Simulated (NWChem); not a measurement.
Program: NWChem. System: H2As, charge 0, spin multiplicity 2, at a geometry optimised with UPBE0/def2-SVP. The structure started from a generated list of species. Its SCF solution wasn't tested for a lower state. Level: UMP2/6-31G* (spherical d), 9 core orbitals frozen.

Input file:

```
start mol
memory heap 200 mb stack 900 mb global 1100 mb
geometry units angstroms nocenter noautoz
  As     0.000000     0.000000    -0.061399
  H     -1.088753     0.000000     1.013079
  H      1.088753     0.000000     1.013079
  symmetry group C2v
end
basis spherical
  * library 6-31g*
end
scf
  uhf
  nopen 1
  maxiter 100
  thresh 1e-7
  semidirect memsize 60000000 filesize 0
  # guess.movecs holds the orbitals of an unrestricted PBE0 run
  vectors input guess.movecs output mol.movecs
end
mp2
  freeze core 9
end
task mp2 energy
```

NWChem printed:

```
             Northwest Computational Chemistry Package (NWChem) 7.3.0
             --------------------------------------------------------

                                NWChem Input Module
                                -------------------

 Scaling coordinates for geometry "geometry" by  1.889725989
 (inverse scale =  0.529177249)

 Turning off AUTOSYM since
 SYMMETRY directive was detected!

                             Geometry "geometry" -> ""
                             -------------------------

 Output coordinates in angstroms (scale by  1.889725989 to convert to a.u.)

  No.       Tag          Charge          X              Y              Z
 ---- ---------------- ---------- -------------- -------------- --------------
    1 As                  33.0000     0.00000000     0.00000000    -0.06139900
    2 H                    1.0000    -1.08875300     0.00000000     1.01307900
    3 H                    1.0000     1.08875300     0.00000000     1.01307900

 Effective nuclear repulsion energy (a.u.)      23.0752190404

            Nuclear Dipole moment (a.u.)
            ----------------------------
        X                 Y               Z
 ---------------- ---------------- ----------------
     0.0000000000     0.0000000000    -0.0000170075

      Symmetry information
      --------------------

 Group name             C2v
 Group number             16
 Group order               4
 No. of unique centers     2

      Symmetry unique atoms

     1    2


 Summary of "ao basis" -> "" (spherical)
 ------------------------------------------------------------------------------
       Tag                 Description            Shells   Functions and Types
 ---------------- ------------------------------  ------  ---------------------
 *                           6-31g*                   on all atoms

 Summary of "ao basis" -> "ao basis" (spherical)
 ------------------------------------------------------------------------------
       Tag                 Description            Shells   Functions and Types
 ---------------- ------------------------------  ------  ---------------------
 As                          6-31g*                 12       32   5s4p3d
 H                           6-31g*                  2        2   2s

                                 NWChem SCF Module
                                 -----------------

  ao basis        = "ao basis"
  functions       =    36
  atoms           =     3
  alpha electrons =    18
  beta  electrons =    17
  charge          =   0.00
  wavefunction    = UHF
  use symmetry    = T
  symmetry adapt  = T

 Summary of "ao basis" -> "ao basis" (spherical)
 ------------------------------------------------------------------------------
       Tag                 Description            Shells   Functions and Types
 ---------------- ------------------------------  ------  ---------------------
 As                          6-31g*                 12       32   5s4p3d
 H                           6-31g*                  2        2   2s

      Symmetry analysis of basis
      --------------------------

        a1         17
        a2          3
        b1          9
        b2          7

 Forming initial guess at       0.1s

   Symmetry analysis of molecular orbitals - initial alpha
   -------------------------------------------------------

  Numbering of irreducible representations:

     1 a1          2 a2          3 b1          4 b2

  Orbital symmetries:

     1 a1          2 a1          3 b2          4 b1          5 a1
[...]
    2 H    1     1.00   0.47  0.53
    3 H    1     1.00   0.47  0.53

  Mulliken analysis of the alpha density
  --------------------------------------

    Atom       Charge   Shell Charges
 -----------   ------   -------------------------------------------------------
    1 As  33    17.06   1.00  1.00  3.00  1.00  3.00  0.72  1.52  0.22  0.55  3.46  1.48  0.12
    2 H    1     0.47   0.22  0.25
    3 H    1     0.47   0.22  0.25

   Mulliken analysis of the beta density
   -------------------------------------

    Atom       Charge   Shell Charges
 -----------   ------   -------------------------------------------------------
    1 As  33    15.94   1.00  1.00  3.00  1.00  2.99  0.71  0.80  0.17  0.22  3.47  1.47  0.11
    2 H    1     0.53   0.24  0.29
    3 H    1     0.53   0.24  0.29

   Mulliken analysis of the spin density
   -------------------------------------

    Atom       Charge   Shell Charges
 -----------   ------   -------------------------------------------------------
    1 As  33     1.13   0.00  0.00  0.00  0.00  0.00  0.01  0.72  0.05  0.34 -0.01  0.00  0.01
    2 H    1    -0.06  -0.02 -0.04
    3 H    1    -0.06  -0.02 -0.04

       Multipole analysis of the density wrt the origin
       ------------------------------------------------

     L   x y z        total         alpha         beta         nuclear
     -   - - -        -----         -----         ----         -------
     0   0 0 0     -0.000000    -18.000000    -17.000000     35.000000

     1   1 0 0      0.000000      0.000000      0.000000      0.000000
     1   0 1 0     -0.000000     -0.000000      0.000000      0.000000
     1   0 0 1      0.198665      0.153135      0.045548     -0.000017

     2   2 0 0    -14.135725    -11.882132    -10.719751      8.466159
     2   1 1 0     -0.000000      0.000000     -0.000000      0.000000
     2   1 0 1     -0.000000      0.000000     -0.000000      0.000000
     2   0 2 0    -14.823045     -9.792959     -5.030086      0.000000
     2   0 1 1     -0.000000     -0.000000      0.000000      0.000000
     2   0 0 2    -15.307547    -12.045709    -11.036268      7.774431

                   NWChem MP2 Semi-direct Energy/Gradient Module
                   ---------------------------------------------

  Basis functions       =     36
  Molecular orbitals    =     36
  Frozen core           =      9
  Frozen virtuals       =      0
  Active alpha occupied =      9
  Active beta occupied  =      8
  Active alpha virtual  =     18
  Active beta virtual   =     19
  Use MO symmetry       = T
  Use skeleton AO sym   = T

  AO/Fock/Back tols     =   1.0D-09  1.0D-09  1.0D-09

 GA uses MA = F    GA memory limited = T

 Available:
  local mem=  1.26D+08
 global mem=  1.44D+08
 local disk=  0.00D+00
  mp2_memr nvloc                    18
  nvloc new                    18
   1 passes of   9:        2097152                       6774                    369104.
   1 passes of   9: M    126153884           G      144176608           F     124056732.

 Semi-direct pass number   1 of   1  for UHF alpha       at        0.6s
  vrange nnbf                   666
  mp2_eaftype                    10  avail_ma_in_mb                  1099
 EAF : mp2_eaftype filesize          10     184552.
  mp2_eaf for mointskh                     10
Node 0 wrote      0.9 Mb in      0.0 s     Agg I/O rate:  1486.1 Mb/s
 Done moints_semi at        1.9s
  mp2_eaftype                    10  avail_ma_in_mb                  1089
 EAF : mp2_eaftype filesize          10     184552.
  mp2_eaf for kh                    10
 Done maket at        1.9s
 Done multipass loop at        1.9s

 GA uses MA = F    GA memory limited = T

 Available:
  local mem=  1.26D+08
 global mem=  1.44D+08
 local disk=  0.00D+00
  mp2_memr nvloc                    19
  nvloc new                    19
   1 passes of   8:        2097152                       6519                    346460.
   1 passes of   8: M    126153884           G      144176608           F     124056732.

 Semi-direct pass number   1 of   1  for UHF beta        at        1.9s
  vrange nnbf                   666
  mp2_eaftype                    10  avail_ma_in_mb                  1099
 EAF : mp2_eaftype filesize          10     173230.
  mp2_eaf for mointskh                     10
Node 0 wrote      0.8 Mb in      0.0 s     Agg I/O rate:  1456.9 Mb/s
 Done moints_semi at        3.2s
  mp2_eaftype                    10  avail_ma_in_mb                  1089
 EAF : mp2_eaftype filesize          10     173230.
  mp2_eaf for kh                    10
 Done maket at        3.2s
 Done multipass loop at        3.2s

          -------------------------------------------
          SCF energy               -2235.041012083781
          Correlation energy          -0.236117233607
          Singlet pairs                0.000000000000
          Triplet pairs                0.000000000000
          Total MP2 energy         -2235.277129317388
          -------------------------------------------

          ---------------------------------------------------
                    Spin Component Scaled (SCS) MP2
          Same spin pairs                     -0.071512143431
          Same spin scaling factor             0.333333333333
          Opposite spin pairs                 -0.164605090176
          Opposite spin scaling fact.          1.200000000000
          SCS-MP2 correlation energy          -0.221363489355
          Total SCS-MP2 energy             -2235.262375573136
          ---------------------------------------------------

 -----------------------
 Performance information
 -----------------------

 Timer overhead =  2.28D-07 seconds/call

               Nr. of calls         CPU time (s)                 Wall time (s)                GFlops
             ---------------    -------------------     ------------------------------   -------------------
Name         Min   Avg   Max    Min     Avg     Max     Min     Avg     Max   Mx/calls   Min     Max     Sum
mp2: moin     2     2     2    2.6     2.6     2.6      2.6     2.6     2.6     1.3      0.0     0.0     0.0
mp2: make     2     2     2   2.43E-2 2.43E-2 2.43E-2  2.43E-2 2.43E-2 2.43E-2 1.21E-2   0.0     0.0     0.0
mp2: tota     1     1     1    2.6     2.6     2.6      2.6     2.6     2.6     2.6      0.0     0.0     0.0

 The average no. of pstat calls per process was 5.00D+00
 with a timing overhead of 1.14D-06s

 Task  times  cpu:        3.2s     wall:        3.2s

 Total times  cpu:        3.3s     wall:        3.3s
```
